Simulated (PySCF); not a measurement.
A PySCF script (with the pyscf-properties extension) for the NMR shieldings of `NB(C#C)NCC`, C₄H₉BN₂, on a PBE0-D3(BJ)/def2-SVP geometry:

```python
import basis_set_exchange as bse
import numpy as np
from pyscf import gto, dft
from pyscf.prop import nmr

atoms = """
C    -1.816859    2.291782   -0.049829
C    -1.543796    1.110321    0.053329
B    -1.209418   -0.400619    0.169964
N    -2.213509   -1.335504   -0.177675
N     0.074831   -0.797698    0.611899
C     1.188212    0.059024    0.938425
C     2.308620    0.013419   -0.089636
H    -2.057417    3.335858   -0.136292
H    -3.133857   -1.042394   -0.467969
H    -2.097891   -2.336976   -0.116739
H     0.290518   -1.787141    0.651937
H     1.590841   -0.202905    1.934777
H     0.805592    1.087292    1.023447
H     1.941085    0.336288   -1.075696
H     2.710682   -1.007343   -0.198578
H     3.142685    0.670838    0.202124
"""
names = dict.fromkeys(["C", "B", "N", "H"], "pcSseg-1")
basis = {el: gto.basis.parse(bse.get_basis(n, elements=[el], fmt="nwchem")) for el, n in names.items()}
mol = gto.M(atom=atoms, basis=basis, charge=0, verbose=0)
mf = dft.RKS(mol, xc="PBE0")
mf.grids.level = 2
mf.grids.alignment = dft.numint.BLKSIZE   # the property module wants whole blocks of grid points
mf.conv_tol = 1e-9
mf.kernel()

calc = nmr.RKS(mf)   # GIAO
C = mf.mo_coeff
Co = C[:, mf.mo_occ > 0]
resp = mf.gen_response(singlet=True, hermi=2)
def vind(x):   # induced exchange potential for any number of trial vectors
    d = np.einsum("pi,xij,qj->xpq", C, 2 * x.reshape(-1, C.shape[1], Co.shape[1]), Co, optimize=True)
    return np.einsum("xpq,pi,qj->xij", resp(d - d.transpose(0, 2, 1)), C, Co, optimize=True).ravel()
mo1, _ = nmr.rhf.solve_mo1(calc, with_cphf=vind)
sigma = calc.kernel(mo1)
for i, s in enumerate(sigma):   # ppm
    w = np.linalg.eigvalsh((s + s.T) / 2)
    print("%2d %-2s iso %8.1f  s11 %8.1f  s22 %8.1f  s33 %8.1f" % (i, mol.atom_pure_symbol(i), w.mean(), *w))
```

Q: Give the expected output.

A: 
```
 0 C  iso     88.3  s11     12.7  s22     14.8  s33    237.4
 1 C  iso     94.1  s11     -9.4  s22     -1.8  s33    293.3
 2 B  iso     81.7  s11     50.2  s22     88.2  s33    106.6
 3 N  iso    197.4  s11    141.7  s22    204.3  s33    246.2
 4 N  iso    165.8  s11    100.8  s22    189.1  s33    207.6
 5 C  iso    142.9  s11    121.0  s22    139.2  s33    168.5
 6 C  iso    162.6  s11    144.8  s22    158.8  s33    184.2
 7 H  iso     29.0  s11     24.2  s22     24.6  s33     38.2
 8 H  iso     28.9  s11     22.7  s22     26.7  s33     37.3
 9 H  iso     29.4  s11     23.4  s22     26.9  s33     37.9
10 H  iso     29.3  s11     22.4  s22     30.6  s33     34.8
11 H  iso     28.4  s11     22.8  s22     28.0  s33     34.6
12 H  iso     27.7  s11     23.0  s22     28.6  s33     31.6
13 H  iso     30.1  s11     26.4  s22     29.2  s33     34.7
14 H  iso     30.4  s11     26.8  s22     28.5  s33     35.8
15 H  iso     30.3  s11     26.3  s22     27.2  s33     37.4
```

These numbers come from an equivalent density-fitted implementation of the same equations, which agrees with the script to about 0.01 ppm for H and up to a few tenths of a ppm for heavy atoms, so last digits may differ.

Size and cost of the density-fitted run: 164 basis functions, 18 s wall time on 1 thread of an Intel Xeon Platinum 8488C, shared host; peak memory 0.78 GiB.
